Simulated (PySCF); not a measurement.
Method: r2SCAN-D4/def2-TZVP // r2SCAN-D4/def2-SVP (PySCF 2.14.0). Gas-phase values, no solvent. One relaxed conformer stands for a flexible species; it need not be the lowest. 

Reference species (SMILES): `[CH3][Sn]([CH3])([CH3])[CH3]` (neutral, multiplicity 1).

```json
{
  "HOMO–LUMO gap": "7.06 eV",
  "HOMO": "-6.71 eV"
}
```

Changed species: `C[O][Sn]([CH3])([CH3])[O]C` (C–O–Sn–O torsion 59°, O–Sn–O–C torsion 58°) (2 of 4 CH3 replaced by OCH3; the reference has 0 of 4 CH3 replaced by OCH3).

Problem. What does the change do to the HOMO–LUMO gap and HOMO?

Solution. the HOMO–LUMO gap decreases by 1.75 eV, to 5.31 eV; the HOMO rises by 0.66 eV, to -6.05 eV.
